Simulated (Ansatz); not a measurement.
Species: C2H8N2Si2, charge 0, multiplicity 1. 
Coordinates optimised at B3LYP-D3(BJ)/def2-TZVP (Ansatz, a first-principles code):
SMILES: C=CN1[SiH2]N[SiH2]1
```xyz
14

C      2.5368     0.9301     0.7979
C      1.6271    -0.0363     0.9364
N      0.4032    -0.1028     0.2950
Si    -0.9187    -1.2452     0.3204
N     -1.6988    -0.2005    -0.8177
Si    -0.3985     0.9455    -0.8577
H      2.3808     1.7783     0.1415
H      3.4660     0.8898     1.3458
H      1.8343    -0.8648     1.6083
H     -0.5766    -2.6045    -0.1651
H     -1.5864    -1.3960     1.6364
H     -2.5835    -0.2424    -1.2855
H      0.3017     1.0927    -2.1555
H     -0.7097     2.3031    -0.3512
```
Charge 0, spin multiplicity 1.

Dipole moments at this geometry, in debye (magnitudes).

```tsv
level	program	dipole (D)
SVWN5/def2-TZVPD	Ansatz	1.70
PBE/def2-TZVPD	Ansatz	1.70
BLYP/def2-TZVPD	Ansatz	1.71
B3LYP/def2-TZVPD	Ansatz	1.68
BHLYP/def2-TZVPD	Ansatz	1.65
r2SCANh/def2-TZVPD	Ansatz	1.71
r2SCAN0/def2-TZVPD	Ansatz	1.69
wB97M-V/def2-TZVPD	Ansatz	[?]
wB97X-V/def2-TZVPD	Ansatz	1.63
CCSD(T)/aug-cc-pV(D+d)Z	Ansatz	[?]
```

Fill in the missing entries.


- wB97M-V/def2-TZVPD, dipole (D): 1.62
- CCSD(T)/aug-cc-pV(D+d)Z, dipole (D): 1.51
